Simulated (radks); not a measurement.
Values are calculated unless marked as measured or tabulated.
W LXV, 10 electrons, occupied as [Ne]. Code: a radial shooting solver on a logarithmic mesh with Libxc functionals. Model: non-relativistic Kohn-Sham, TPSS, spin-polarised, spherical densities, point nucleus; meta-GGA in the generalised Kohn-Sham scheme; relativity is left out, which matters for an element this heavy.

Unscreened Slater integrals over Kohn-Sham orbitals (hartree). They are taken over the spin-up orbitals. Empty in this configuration: 3s.

F0(2p,2p): 12.667
F2(2p,2p): 6.0899
F0(2p,2s): 11.403
G1(2p,2s): 6.3181
F0(2p,1s): 17.053
G1(2p,1s): 3.3627
F0(2p,3s): 5.9462
G1(2p,3s): 0.63637
F0(2s,2s): 10.627
F0(2s,1s): 14.852
G0(2s,1s): 1.4914
F0(2s,3s): 5.7831
G0(2s,3s): 0.50287
F0(1s,1s): 45.881
F0(1s,3s): 6.7992
G0(1s,3s): 0.36925
F0(3s,3s): 4.5479
